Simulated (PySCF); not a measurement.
**Electric field gradients and quadrupole coupling constants**

C9H7ClN2.
Numbering: `[Cl:1][c:2]1[cH:3][cH:4][c:5](-[n:6]2[cH:7][cH:8][cH:9][n:10]2)[cH:11][cH:12]1` (hydrogens: H13 on C3; H14 on C4; H15 on C7; H16 on C8; H17 on C9; H18 on C11; H19 on C12)

Cartesian coordinates in Å at the GFN2-xTB level; atoms count from 1:
```xyz
19
C9H7ClN2 angstrom
Cl    -4.704    0.013    0.577
C     -2.989   -0.002    0.367
C     -2.219   -0.927    1.056
C     -0.850   -0.932    0.886
C     -0.240   -0.017    0.029
N      1.147   -0.059   -0.112
C      1.948    0.726   -0.878
C      3.236    0.301   -0.680
C      3.120   -0.761    0.234
N      1.866   -0.962    0.565
C     -1.024    0.906   -0.658
C     -2.396    0.913   -0.488
H     -2.689   -1.635    1.719
H     -0.226   -1.639    1.409
H      1.569    1.511   -1.498
H      4.130    0.690   -1.124
H      3.896   -1.370    0.653
H     -0.580    1.625   -1.327
H     -3.004    1.628   -1.020
```

Field gradients from the PBE0/pcSseg-1 density (PySCF, non-relativistic), principal values in atomic units, ordered |Vxx| ≤ |Vyy| ≤ |Vzz|:

```tsv
atom	Vxx	Vyy	Vzz
Cl1	-1.7970	-2.1104	3.9073
N6	0.2083	0.4617	-0.6700
N10	0.1775	0.8643	-1.0418
```

Find the asymmetry η = (Vxx − Vyy)/Vzz and the couplings χ = eQV/h (234.96 MHz × Q in barn × V in au), with Q(35Cl) = −0.0817 b, Q(14N) = 0.02044 b.

| atom | environment | nucleus | η | χzz (MHz) | χxx (MHz) | χyy (MHz) |
| --- | --- | --- | --- | --- | --- | --- |
| Cl1 | aryl chlorine | 35Cl | 0.08 | -75.01 | 34.50 | 40.51 |
| N6 | pyrrole-type nitrogen | 14N | 0.38 | -3.218 | 1.000 | 2.217 |
| N10 | pyridine-type nitrogen | 14N | 0.66 | -5.00 | 0.85 | 4.15 |

What is Vzz at Cl1 in SI units (1 au = 9.71736 × 10²¹ V/m²)?

3.9073 au = 37.969 × 10²¹ V/m².

And the gradient at the other heavy atoms, for which no coupling is worked out here?

```tsv
atom	environment	Vzz (au)	η
C2	aromatic C–Cl carbon	-0.373	0.65
C3	aromatic CH carbon	0.296	0.20
C4	aromatic CH carbon	0.307	0.30
C5	aromatic carbon bearing nitrogen	-0.317	0.03
C7	aromatic CH next to a ring nitrogen	-0.253	0.14
C8	aromatic CH carbon	0.182	0.14
C9	aromatic CH next to a ring nitrogen	0.224	0.66
C11	aromatic CH carbon	0.241	0.21
C12	aromatic CH carbon	0.281	0.14
```

What couplings would deuterons (Q(2H) = 0.00286 b) have in place of the hydrogens, at this geometry?

| atom | bonded to | bond length (Å) | Vzz (au) | η | χzz (kHz) |
| --- | --- | --- | --- | --- | --- |
| H13 | C3 | 1.078 | 0.3266 | 0.07 | 219 |
| H14 | C4 | 1.078 | 0.3221 | 0.05 | 216 |
| H15 | C7 | 1.070 | 0.3472 | 0.10 | 233 |
| H16 | C8 | 1.071 | 0.3503 | 0.07 | 235 |
| H17 | C9 | 1.072 | 0.3428 | 0.07 | 230 |
| H18 | C11 | 1.078 | 0.3313 | 0.09 | 223 |
| H19 | C12 | 1.079 | 0.3260 | 0.07 | 219 |

Isolated species at its GFN2-xTB geometry (one conformer only). GFN2-xTB bond lengths can be off by several hundredths of an ångström, more for odd bonds, and the gradients follow them. With so small a basis the couplings can be 20 % off.

The run behind these numbers computed NMR shieldings as well. Rough CPU time on one thread of a shared machine: about 2.5 min.
